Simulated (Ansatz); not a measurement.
`COC(=O)c1ccccc1` + `OC(O)Cl` → `COC(O)Cl` + `O=C(O)c1ccccc1`  (substitution at a C–O bond)

Isolated molecules relaxed with PBE0-D4/def2-TZVP in Ansatz; ΔE leaves out vibrations. CBS: MP2 limit from def2 TZ/QZ plus the TZ coupled-cluster correction, frozen cores. DFT in def2-TZVPP. One conformer a species, not always the lowest.

```json
{"level": "r2SCAN-D4", "ΔE (kJ/mol)": "-1.4"}
{"level": "HF/def2-TZVPP", "ΔE (kJ/mol)": "-1.9"}
{"level": "MP2/def2-QZVPP", "ΔE (kJ/mol)": "-0.4"}
{"level": "MP2/CBS(def2)", "ΔE (kJ/mol)": "-0.4"}
```

What does CCSD(T)/CBS give? (Best estimate.)

Computed: -0.2 kJ/mol. The listed levels differ from it by -1.2, -1.7, -0.2, -0.2 kJ/mol.

Largest T1 diagnostic among the species: 0.014.

Leaving LDA and LC-ωPBE aside and taking each functional with its dispersion term where it has one, the values, not all of them listed here, spread over 1.3 kJ/mol, from B97M-V to revPBE-D4.

CCSD(T)/CBS has its own doubt, a few kJ/mol and more with outer-core shells, so smaller differences from it don't rank the levels.
